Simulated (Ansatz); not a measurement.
A run of Ansatz (development build ahead of 0.2.0) on singlet H14 at this shape:

```xyz
14

H     2.2451   -0.0023   -0.0064
H     2.0234    0.9730    0.0052
H     1.3944    1.7585   -0.0097
H     0.5039    2.1862   -0.0014
H    -0.4930    2.1862    0.0014
H    -1.4050    1.7553   -0.0024
H    -2.0220    0.9800    0.0086
H    -2.2556    0.0022   -0.0014
H    -2.0331   -0.9815   -0.0049
H    -1.4074   -1.7637    0.0076
H    -0.4989   -2.1985    0.0025
H     0.5033   -2.1910   -0.0003
H     1.4033   -1.7675   -0.0034
H     2.0309   -0.9830    0.0072
```

Its results:

```yaml
Converged: yes
Total_energy: -7.52737 hartree
Spin_squared_of_the_determinant: 0.000
```

(1) Which input gives this output? Name the method, the orbitals and the basis set, and write the input.

Results:

(1) RHF in cc-pVDZ. An unrestricted run that stays on the closed shell gives the same numbers.

```yaml
crystal:
  periodic: [false, false, false]
  atoms:
    - { symbol: H, position_ang: [2.2451, -0.00226, -0.00637] }
    - { symbol: H, position_ang: [2.0234, 0.97304, 0.00516] }
    - { symbol: H, position_ang: [1.3944, 1.75849, -0.0097] }
    - { symbol: H, position_ang: [0.50387, 2.18619, -0.00136] }
    - { symbol: H, position_ang: [-0.493, 2.1862, 0.00145] }
    - { symbol: H, position_ang: [-1.40505, 1.75535, -0.0024] }
    - { symbol: H, position_ang: [-2.02203, 0.97998, 0.00856] }
    - { symbol: H, position_ang: [-2.2556, 0.00219, -0.00145] }
    - { symbol: H, position_ang: [-2.03311, -0.98145, -0.00487] }
    - { symbol: H, position_ang: [-1.40744, -1.76366, 0.00765] }
    - { symbol: H, position_ang: [-0.49887, -2.19854, 0.00247] }
    - { symbol: H, position_ang: [0.50334, -2.191, -0.0003] }
    - { symbol: H, position_ang: [1.40328, -1.76747, -0.00344] }
    - { symbol: H, position_ang: [2.03087, -0.98305, 0.00718] }
basis:
  gaussian: { orbitals: cc-pVDZ }
hamiltonian:
  xc: hf
```

Caution: stretched shape with no unrestricted run beside it, a lower state can exist.
